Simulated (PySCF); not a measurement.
Structure problem from calculated spectra and properties.

Formula: C7H17BN2.

| Property | Result |
| --- | --- |
| Rotational structure | rotational constants A, B, C: 1.987, 0.864, 0.739 GHz [PBE0-D3(BJ)/def2-SVP] |
| NMR, other nuclei | isotropic shieldings of nuclei other than C and H, by class: 101 (1 B), -138 (1 N), 188 (1 N) ppm [GIAO B3LYP/pcSseg-1] |
| 13C NMR | chemical shifts (computed TMS as zero) by class: 170.6 (1 C), 71.2 (1 C), 64.3 (1 C), 56.2 (1 C), 51.8 (1 C), 31.2 (1 C), 21.7 (1 C) ppm [GIAO B3LYP/pcSseg-1] |
| Dipole | 2.94 D [B3LYP/pcSseg-1] |
| 1H NMR | chemical shifts (computed TMS as zero) by class: 8.18 (1 H), 3.51 (3 H), 3.47 (1 H), 2.87 (1 H), 2.82 (1 H), 2.61 (1 H), 2.42 (3 H), 2.29 (1 H), 2.18 (1 H), 1.84 (1 H), 1.65 (1 H), 0.91 (1 H), 0.46 (1 H) ppm [GIAO B3LYP/pcSseg-1] |

Electronic properties: PySCF, gas phase, density fitting. Levels stand in brackets. Geometry: PBE0-D3(BJ)/def2-SVP, one conformer, isolated molecule. NMR classes are plain means over equivalent atoms (diastereotopic ones count apart unless rotation or inversion swaps them), as if these changed places fast.

Task: Propose a structure and show how it fits.

Result: Numbering: `[CH3:1]/[N:2]=[CH:3]/[CH2:4][N@+:5]1([CH3:6])[BH2-:7][CH2:8][CH2:9][CH2:10]1`. 7 carbons fall into 7 classes; from least to most shielded: imine carbon [C3] (170.6 ppm), chain sp3 carbon bound to nitrogen [C4] (71.2 ppm), ring sp3 carbon bound to nitrogen [C10] (64.3 ppm), N-methyl carbon [C6] (56.2 ppm), N-methyl carbon [C1] (51.8 ppm), ring CH2 carbon [C9] (31.2 ppm), ring sp3 carbon bound to boron [C8] (21.7 ppm). Hydrogen classes from least to most shielded: 1 H on an imine carbon, C3 (8.18 ppm), 3 H on an N-methyl carbon, C1 (3.51 ppm, a mean of values up to 0.7 ppm apart in this geometry), 1 H on an sp3 carbon bound to nitrogen, C4 (3.47 ppm), 1 H on an sp3 carbon bound to nitrogen, C4 (2.87 ppm), 1 H on a four-coordinate boron, B7 (2.82 ppm), 1 H on an sp3 carbon bound to nitrogen, C10 (2.61 ppm), 3 H on an N-methyl carbon, C6 (2.42 ppm, a mean of values up to 0.7 ppm apart in this geometry), 1 H on a four-coordinate boron, B7 (2.29 ppm), 1 H on an sp3 carbon bound to nitrogen, C10 (2.18 ppm), 1 H on a ring CH2 carbon, C9 (1.84 ppm), 1 H on a ring CH2 carbon, C9 (1.65 ppm), 1 H on an sp3 carbon bound to boron, C8 (0.91 ppm); 1 more class is left out. The other shieldings belong to: 101 ppm, four-coordinate boron [B7]; -138 ppm, imine nitrogen [N2]; 188 ppm, nitrogen bonded to B and 3 C [N5]. The optimised geometry has point group C1 and is an asymmetric top. Structure: `C/N=C/C[N@+]1(C)[BH2-]CCC1`. Computed isomers that give other values at the same levels: `C/N=C/[C@H]1C[BH2-][N+](C)(C)C1` (rotational constant A: 2.999 GHz; this holds for the one conformer computed). The assignments are read from this structure; whether some other isomer fits the data as well wasn't checked. The mirror image fits equally.
